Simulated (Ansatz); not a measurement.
`FC1=C(F)[SiH2]1` + H₂ → `FC1=C[SiH2]1` + H–F at 500 K and 1 bar (hydrogenolysis of a C–F bond).

Computed with Ansatz on PBE0-D4/def2-TZVP structures; ΔE is electronic, products minus reactants. CCSD(T)/CBS is the MP2 limit (def2-TZVPP, def2-QZVPP) plus CCSD(T) − MP2 in def2-TZVPP, frozen cores. This one scheme is used for every species.

```
          species  CCSD(T)/CBS energy (Eh)  H − E (kJ/mol)  S (J/(mol·K))
`FC1=C(F)[SiH2]1`               -565.85926           121.4          349.1
               H₂                 -1.17544            41.0          145.5
   `FC1=C[SiH2]1`               -466.68690           136.0          328.8
              H–F               -100.39570            39.4          188.7
```

H − E and S are ideal-gas, rigid-rotor, harmonic terms from PBE0-D4/def2-TZVP. The MP2-based limit puts H₂ 0.8 mEh under its directly extrapolated value; such offsets cancel only in part. 1 Eh = 2625.50 kJ/mol, R = 8.31446 J/(mol·K).

Task: By hand: ΔE, ΔH, ΔS and ΔG.

Result: ΔE = (-466.68690) + (-100.39570) − (-565.85926) − (-1.17544) = -0.04790 Eh = -125.8 kJ/mol. Δ(H − E) = 136.0 + 39.4 − 121.4 − 41.0 = 13.0, so ΔH = -112.8 kJ/mol. ΔS = 328.8 + 188.7 − 349.1 − 145.5 = 22.9 J/(mol·K). ΔG = -112.8 − 500 × (22.9)/1000 = -124.2 kJ/mol.

Task: By hand: the equilibrium constant, and the temperature at which ΔG would vanish if ΔH and ΔS stayed fixed.

Result: log₁₀ K = −ΔG/(RT ln 10) = 13.0. ΔH and −TΔS have one sign here, so there is no such temperature.

ΔH outweighs TΔS. A doubt of 5 kJ/mol in ΔE shifts log₁₀ K by 0.5 here. These are equilibria of isolated gas molecules and say nothing of rates. Largest T1 diagnostic: 0.014 (customary marks: 0.02 for closed shells, 0.045 for open ones).
